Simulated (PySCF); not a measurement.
Vertical excitations of a molecule CH4ClFOSi from TDDFT-PBE0/def2-SVPD (PySCF 2.14.0), as energy in eV (oscillator strength): 8.02 (0.013), 8.26 (0.006), 8.43 (0.011), 8.57 (0.084), 8.66 (0.033), 8.68 (0.030), 8.78 (0.030), 8.91 (0.018), 8.94 (0.032), 8.99 (0.003). Lowest triplet (TDA): 7.79 eV. Coordinates come from a B3LYP-D3(BJ)/def2-SVP optimisation. One conformer was computed; it need not be the lowest.

Which structure fits?
(A) OC[Si@@H](F)Cl
(B) O[Si@@H](Cl)CF
(C) C[Si@](O)(F)Cl
(D) CO[SiH](F)Cl

D, CO[SiH](F)Cl
